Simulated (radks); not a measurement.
Task: Isoelectronic series with 14 electrons, each ion in its NIST ground configuration. Calculated with a radial shooting solver on a logarithmic mesh with Libxc functionals: Dirac Kohn-Sham, BLYP, spin-unpolarised, spherical densities, point nucleus; open shells fill j = l - 1/2 first. Total energies (hartree) and mean radii <r> (bohr):

ion,configuration,E (hartree),3p1/2,3s1/2
Si,[Ne] 3s2 3p2,-290.00153,2.811,2.154
Cl3+,[Ne] 3s2 3p2,-458.80304,1.516,1.395
Ca6+,[Ne] 3s2 3p2,-668.47058,1.081,1.045
V9+,[Ne] 3s2 3p2,-919.18538,0.8465,0.8395
Fe12+,[Ne] 3s2 3p2,-1211.26178,0.6972,0.7023
Cu15+,[Ne] 3s2 3p2,-1545.09614,0.5930,0.6038
Ge18+,[Ne] 3s2 3p2,-1921.15745,0.5158,0.5294
Br21+,[Ne] 3s2 3p2,-2339.98684,0.4562,0.4711
Sr24+,[Ne] 3s2 3p2,-2802.20029,0.4087,0.4240
Nb27+,[Ne] 3s2 3p2,-3308.49310,0.3699,0.3853
Ru30+,[Ne] 3s2 3p2,-3859.64565,0.3375,0.3528
Ag33+,[Ne] 3s2 3p2,-4456.53041,0.3101,0.3250
Sn36+,[Ne] 3s2 3p2,-5100.12027,0.2865,0.3011
I39+,[Ne] 3s2 3p2,-5791.49831,0.2660,0.2801
Ba42+,[Ne] 3s2 3p2,-6531.8694,0.2480,0.2617
Pr45+,[Ne] 3s2 3p2,-7322.5737,0.2320,0.2453
Tb51+,[Ne] 3s2 3p2,-9061.1186,0.2049,0.2173
Er54+,[Ne] 3s2 3p2,-10012.4764,0.1933,0.2053
Lu57+,[Ne] 3s2 3p2,-11021.2513,0.1827,0.1943
W60+,[Ne] 3s2 3p2,-12089.7721,0.1729,0.1842
Ir63+,[Ne] 3s2 3p2,-13220.6604,0.1640,0.1749

Estimate the row of Sm48+ ([Ne] 3s2 3p2).

Result: E (hartree) -8165.1028; 3p1/2 0.2178; 3s1/2 0.2306.
